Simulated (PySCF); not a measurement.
## Electronic absorption of C4H5F3O2

C₄H₅F₃O₂.
SMILES: `CCOC(=O)C(F)(F)F`

Theory: PySCF, TDDFT CAM-B3LYP/def2-SVPD, vertical, gas phase, core orbitals frozen in the response. The structure is a single PBE0-D3(BJ)/def2-SVP conformer in the gas phase; no vibrational or solvent corrections. Torsions of this conformer, `[CH3:1][CH2:2][O:3][C:4](=[O:5])[C:6]([F:7])([F:8])[F:9]`: C1–C2–O3–C4 82°, C2–O3–C4–O5 1°, O3–C4–C6–F7 177°.

Problem. What does the calculation give for the low-lying excited states?

Solution. 

| state | E (eV) | E (kJ/mol) | λ (nm) | f | main configurations (H = HOMO, L = LUMO) |
| --- | --- | --- | --- | --- | --- |
| S1 | 5.73 | 553 | 216.4 | 0.0009 | H→L (95%) |
| S2 | 7.90 | 762 | 156.9 | 0.124 | H-1→L (92%) |
| S3 | 8.19 | 791 | 151.3 | 0.0002 | H-2→L (65%), H-3→L (21%) |
| S4 | 8.73 | 842 | 142.0 | 0.040 | H→L+1 (75%), H→L+4 (10%) |
| S5 | 9.13 | 881 | 135.9 | 0.011 | H-1→L+1 (84%) |
| S6 | 9.16 | 884 | 135.4 | 0.0077 | H-3→L (48%), H-2→L (26%) |
| S7 | 9.65 | 931 | 128.5 | 0.0029 | H-2→L+1 (71%), H→L+2 (11%) |
| S8 | 9.72 | 937 | 127.6 | 0.0021 | H→L+2 (36%), H→L+3 (34%) |
| S9 | 9.84 | 950 | 126.0 | 0.020 | H→L+3 (49%), H→L+2 (22%), H→L+4 (10%) |
| S10 | 9.98 | 963 | 124.2 | 0.022 | H→L+4 (34%), H-4→L (11%), H-1→L+2 (8%) |

Triplets, Tamm–Dancoff:

| state | E (eV) | λ (nm) | main configurations (H = HOMO, L = LUMO) |
| --- | --- | --- | --- |
| T1 | 5.18 | 239.4 | H→L (95%) |
| T2 | 5.78 | 214.6 | H-1→L (82%) |
| T3 | 7.75 | 159.9 | H-2→L (50%), H-3→L (27%), H-5→L (10%) |
| T4 | 8.30 | 149.3 | H-4→L (26%), H-5→L (20%), H-1→L (11%) |

The lowest singlet lies at 5.73 eV (216 nm, ultraviolet) and is very weak; its leading configuration is HOMO→LUMO (95%). The strongest level in the table is S2 at 7.90 eV (157 nm, f = 0.124). S1 has the pattern of n→π* at C=O. The listed states span 4.25 eV, and the widest gap between neighbours is 2.17 eV (S1 to S2). The oscillator strengths of these states sum to 0.231; summed over the whole spectrum of an exact calculation they would give the number of electrons, 72 (Thomas–Reiche–Kuhn). Of the 10 states listed, 5 reach f = 0.01 and 1 stays under 0.0005. No computed singlet lies in the visible range (380 to 750 nm); the lowest, at 216 nm, stands 2.47 eV above its violet end (3.26 eV). The vertical ionisation energy (ΔSCF) is 11.51 eV, 1.53 eV above S10. Singlets were solved by full linear response, triplets in the Tamm–Dancoff approximation.

Hardware: one thread of an x86-64 server, on a shared host. Cost: 4.0 min.
